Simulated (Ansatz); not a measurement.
Consider the ligand exchange at the Si–C bond: `C=C[SiH2]O[SiH3]` + H–F → `F[SiH2]O[SiH3]` + `C=C`.

Program: Ansatz. Geometries: PBE0-D4/def2-TZVP. ΔE: electronic, gas phase. CCSD(T)/CBS is the MP2 limit (def2-TZVPP, def2-QZVPP) plus CCSD(T) − MP2 in def2-TZVPP, frozen cores. This one scheme is used for every species. Functionals use def2-TZVPP. Each species was taken in one conformer, which may not be the lowest.

`C=C[SiH2]O[SiH3]`:

```xyz
13

C     0.093   -1.340   -1.657
C    -0.201   -0.057   -1.854
Si   -0.016    1.237   -0.541
O     0.527    0.548    0.840
Si    0.112   -0.103    2.279
H    -0.024   -2.087   -2.437
H     0.468   -1.698   -0.703
H    -0.569    0.244   -2.835
H    -1.326    1.900   -0.290
H     0.963    2.272   -0.961
H     1.022    0.421    3.327
H    -1.293    0.245    2.621
H     0.244   -1.582    2.210
```

H–F:

Cartesian coordinates in Å:
```
F 0.357 -0.205 -0.205
H -0.357 0.205 0.205
```

`F[SiH2]O[SiH3]`:

Cartesian coordinates in Å:
```
F 0.720 0.726 -2.225
Si -0.597 0.502 -1.356
O -0.202 0.387 0.207
Si 0.530 -0.451 1.413
H -1.463 1.683 -1.539
H -1.219 -0.756 -1.827
H -0.189 -0.164 2.676
H 1.945 -0.020 1.528
H 0.476 -1.907 1.122
```

`C=C`:

```xyz
6

C    -0.563    0.000   -0.348
C     0.563    0.000    0.348
H    -0.569   -0.150   -1.422
H    -1.526    0.149    0.128
H     0.569    0.150    1.422
H     1.526   -0.149   -0.128
```

| level | ΔE (kJ/mol) |
| --- | --- |
| CAM-B3LYP-D4 | -155.1 |
| CCSD(T)/def2-SVP | -144.6 |

Q: What does CCSD(T)/CBS give? (An estimate is asked.)

A: Ansatz gave: -146.0 kJ/mol. The listed levels differ from it by -9.1, 1.4 kJ/mol.

Q: What do rigid-rotor, harmonic-oscillator terms from PBE0-D4/def2-TZVP frequencies (298.15 K, 1 bar) make of the CCSD(T)/CBS value? (Estimate.)

A: Ansatz gave: ΔZPE = +5.9 kJ/mol, ΔH = -142.9 kJ/mol, ΔS = 9 J/(mol·K), ΔG = -145.7 kJ/mol. Modes under 50 cm⁻¹ make the entropy rough.

Largest T1 diagnostic among the species: 0.011.

The D4 term adds +12.0 kJ/mol with B3LYP and +6.8 kJ/mol with PBE0; it sums over pairs of atoms, weighted by their polarisabilities, and B3LYP, whose exchange is more repulsive, gets the larger term. From BLYP to BHLYP (50 % exact exchange), in def2-TZVPP and without D4, ΔE moves by −4.1 kJ/mol. Leaving LDA and LC-ωPBE aside and taking each functional with its dispersion term where it has one, the values, not all of them listed here, spread over 27.5 kJ/mol, from B2PLYP to revPBE-D4. LDA lies +6.6 kJ/mol from PBE without D4.

B3LYP here is the variant with VWN-RPA as its local correlation; programs differ in this.
